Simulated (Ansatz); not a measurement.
Program: Ansatz. Geometries: PBE0-D4/def2-TZVP. ΔE: electronic, gas phase. CCSD(T)/CBS is the MP2 limit (def2-TZVPP, def2-QZVPP) plus CCSD(T) − MP2 in def2-TZVPP, frozen cores. Functionals use def2-TZVPP. B3LYP here is the variant with VWN-RPA as its local correlation; programs differ in this. Each species was taken in one conformer, which may not be the lowest.

`CO[SiH2]CF` → `CC[SiH](O)F`  (isomerisation)

| level | ΔE (kJ/mol) | difference from CCSD(T)/CBS |
| --- | --- | --- |
| PBE-D4 | -301.1 | 23.0 |
| r2SCAN-D4 | -316.4 | 7.7 |
| B3LYP-D4 | -304.4 | 19.7 |
| ωB97X-V | -306.1 | 18.0 |
| ωB97M-V | -314.7 | 9.4 |
| B2PLYP | -314.4 | 9.7 |
| PBE | -300.3 | 23.8 |
| r2SCAN | -316.3 | 7.8 |
| PBE0 | -310.1 | 14.0 |
| HF/def2-TZVPP | -307.4 | 16.7 |
| MP2/def2-TZVPP | -334.8 | -10.7 |
| SCS-MP2/def2-TZVPP | -321.9 | 2.2 |
| HF/def2-QZVPP | -308.9 | 15.2 |
| MP2/def2-QZVPP | -338.5 | -14.4 |
| SCS-MP2/def2-QZVPP | -325.9 | -1.8 |
| MP2/CBS(def2) | -340.3 | -16.2 |
| CCSD(T)/CBS | -324.1 | 0 |

Largest T1 diagnostic among the species: 0.011.

In def2-TZVPP, CCSD(T) changes the Hartree–Fock value by −11.3 kJ/mol (the triples alone add +0.3 kJ/mol) and MP2 by −27.4 kJ/mol. From PBE to PBE0 (25 % exact exchange), in def2-TZVPP and without D4, ΔE moves by −9.8 kJ/mol.
